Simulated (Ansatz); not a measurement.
Species: C$_{3}$H$_{2}$F$_{2}$, charge 0, singlet. C3H2F2 (1,1-difluoropropa-1,2-diene, SMILES C=C=C(F)F).
B3LYP-D3(BJ)/def2-TZVP minimum from Ansatz (an electronic-structure program):
```xyz
7

C     -2.1755     0.0005    -0.0234
C     -0.8757     0.0002    -0.0094
C      0.4193    -0.0001     0.0045
F      1.1859     1.0421    -0.2987
F      1.1787    -1.0427     0.3241
H     -2.7355    -0.2641    -0.9154
H     -2.7544     0.2653     0.8564
```
Charge 0, spin multiplicity 1.

Total energies in hartree (Ansatz). UHF or UKS for unpaired electrons; spin-orbit terms are left out. Correlated methods leave the cores frozen. No relativity. For partners of very few electrons the exact lower level stands in for a higher one. The restricted determinant of C3H2F2 (C=C=C(F)F, singlet) is unstable towards broken spin symmetry in at least one set run.

```tsv
species	HF/cc-pVTZ	CCSD(T)/cc-pVTZ	HF/cc-pVQZ	CCSD(T)/cc-pVQZ	CCSD(T)/cc-pVDZ	CCSDT(Q)/cc-pVDZ
1: C3H2F2 (1,1-difluoropropa-1,2-diene, SMILES C(F)(=C=C)F)	-313.67166	-314.68672	-313.69541	-314.78287	-314.37248	-314.37553
2: C (triplet)	-37.69157	-37.78076	-37.69331	-37.78654	-37.76038	-37.76071
3: F (doublet)	-99.40552	-99.62036	-99.41377	-99.65026	-99.52757	-99.52776
4: H (doublet)	-0.49981	-0.49981	-0.49995	-0.49995	-0.49928	-0.49928
```

Question: Work out the atomisation energy (electronic, to ground-state atoms) in kcal/mol: take Hartree-Fock from cc-pVQZ, extrapolate the CCSD(T) correlation energy as X^-3 (X = 3, 4), and add CCSDT(Q) - CCSD(T) in cc-pVDZ. 1 hartree = 627.51 kcal/mol.

Answer: 
Species 1: correlation (64·(-1.08746) - 27·(-1.01506))/37 = -1.14029; step -0.00305; E1 = -313.69541 + (-1.14029) + (-0.00305) = -314.83875
Species 2: correlation (64·(-0.09323) - 27·(-0.08919))/37 = -0.09618; step -0.00033; E2 = -37.69331 + (-0.09618) + (-0.00033) = -37.78982
Species 3: correlation (64·(-0.23649) - 27·(-0.21484))/37 = -0.25229; step -0.00019; E3 = -99.41377 + (-0.25229) + (-0.00019) = -99.66625
Species 4: correlation (64·(0.00000) - 27·(0.00000))/37 = 0.00000; step +0.00000; E4 = -0.49995 + (0.00000) + (+0.00000) = -0.49995
-1·E1 +3·E2 +2·E3 +2·E4 = 1.13689 hartree = 713.4 kcal/mol.
